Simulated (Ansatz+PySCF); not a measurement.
Two shapes of singlet Li₂F₂.

Shape 1:

```xyz
4

Li    1.1047    0.0000    0.0000
Li   -1.1047    0.0000    0.0000
F     0.0000    1.2925    0.0000
F     0.0000   -1.2925    0.0000
```

Shape 2:

```xyz
4

Li    1.1079    0.0376   -0.0328
Li   -1.1099    0.0329   -0.0373
F     0.0167    1.3138    0.0420
F     0.0039   -1.3052   -0.0482
```

Basis set: def2-SVP (spherical functions). Correlated methods keep 2 orbitals frozen. Charge 0, multiplicity 1.

Computed with Ansatz (development build ahead of 0.2.0); each method stands on the lowest determinant of its kind that the runs found.

(1) Which shape is lower in energy, and by how much in each method?

Results:

(1)

| method | E(2) − E(1) (eV) |
| --- | --- |
| UHF-MP2 | 0.007 |
| UHF-CCSD(T) | 0.009 |
| PBE0 (restricted) | 0.017 |
| PBE0 (unrestricted) | 0.017 |
| ωB97X (unrestricted) | 0.011 |

Shape 1 is lower.
